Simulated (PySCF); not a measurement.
## [Sm(NH3)2]2+: from a saddle point downhill

PySCF 2.14.0, RKS PBE0, Sm lcecp-0-SVP with ECP52, N def2-SVP, H def2-SVP; non-relativistic Hamiltonian with scalar-relativistic core potentials where named; density fitting; no spin-orbit coupling. Relaxed within the symmetry of its start, the geometry (D3d) is

```xyz
9

Sm    0.0000    0.0000    0.0000
N     0.0000    0.0000    2.6755
H     0.8054    0.4650    3.1139
H    -0.8054    0.4650    3.1139
H     0.0000   -0.9300    3.1139
N     0.0000    0.0000   -2.6755
H     0.8054   -0.4650   -3.1139
H    -0.8054   -0.4650   -3.1139
H     0.0000    0.9300   -3.1139
```

and its lowest harmonic modes are -42, -42, 33, 273, 274, 544 cm⁻¹ (negative: unstable). It was moved along the lowest mode and relaxed again, within the group Cs that the move left.

**Question.** Where does it end, and how much lower?

**Answer.** In Cs, 0.103 eV lower, after 18 steps:
```xyz
9

Sm   -0.0134   -1.3008   -0.0001
N     0.0021    0.2007    2.1665
H     0.8154    0.8222    2.2637
H    -0.7982    0.8389    2.2637
H    -0.0033   -0.3215    3.0525
N     0.0021    0.2012   -2.1663
H     0.8068    0.0536   -2.7893
H    -0.8055    0.0702   -2.7893
H     0.0125    1.2158   -2.0015
```

**Question.** How do the contacts change?

**Answer.** 
```tsv
contact	saddle (Å)	end (Å)
Sm1–N2 (NH3)	2.676	2.636
Sm1–N6 (NH3)	2.676	2.636
```


**Question.** Is the end a minimum?

**Answer.** Probably not: 1 of the modes stay unstable (below −25 cm⁻¹), though so soft as to be near the noise; lowest modes -54, 43, 76, 281, 283, 547 cm⁻¹.

An lcecp potential fixes the number of 4f electrons, so in runs with it no electron can move into or out of that shell.

State: singlet in the valence, with the 4f electrons in the core potential.
